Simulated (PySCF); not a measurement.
# HPdN: breathing scan

Level of theory: UPBE0/[Pd def2-TZVP with ECP28, N def2-TZVP, H def2-TZVP], scalar-relativistic core potentials, density fitting, no spin–orbit coupling, PySCF.

Rigid scan from the triplet minimum (Pd–H 1.543 Å, Pd–N 1.784 Å; H–Pd–N 92.0°). Coordinate: all bonds to the central atom scaled together. Energies in kJ/mol from the minimum.

Predict the curve at 0.88, 0.92, 0.96, 1.00, 1.04, 1.08, 1.14, 1.22, 1.35.


```json
{"scale of all bonds to the centre": "0.88", "E (kJ/mol)": "120.0", "dipole size (D)": "2.73", "⟨S²⟩": "2.02"}
{"scale of all bonds to the centre": "0.92", "E (kJ/mol)": "46.5", "dipole size (D)": "2.87", "⟨S²⟩": "2.02"}
{"scale of all bonds to the centre": "0.96", "E (kJ/mol)": "10.1", "dipole size (D)": "2.94", "⟨S²⟩": "2.03"}
{"scale of all bonds to the centre": "1.00", "E (kJ/mol)": "0.0", "dipole size (D)": "2.97", "⟨S²⟩": "2.04"}
{"scale of all bonds to the centre": "1.04", "E (kJ/mol)": "7.8", "dipole size (D)": "2.96", "⟨S²⟩": "2.06"}
{"scale of all bonds to the centre": "1.08", "E (kJ/mol)": "27.5", "dipole size (D)": "2.92", "⟨S²⟩": "2.09"}
{"scale of all bonds to the centre": "1.14", "E (kJ/mol)": "69.5", "dipole size (D)": "2.82", "⟨S²⟩": "2.19"}
{"scale of all bonds to the centre": "1.22", "E (kJ/mol)": "133.5", "dipole size (D)": "2.63", "⟨S²⟩": "2.40"}
{"scale of all bonds to the centre": "1.35", "E (kJ/mol)": "229.8", "dipole size (D)": "2.43", "⟨S²⟩": "2.71"}
```

Spin contamination is strong at 1.22, 1.35, so these points are less reliable.

Open d and f shells are described by one determinant, and the ground state may have another occupation or spin.

Other isomers or separated fragments may lie lower.

The scan took 11 s on 2 threads of a shared Arm Neoverse V2 host; the process peaked at 0.71 GiB. Launch command: `OMP_NUM_THREADS=2 python axn.py task.json out`.
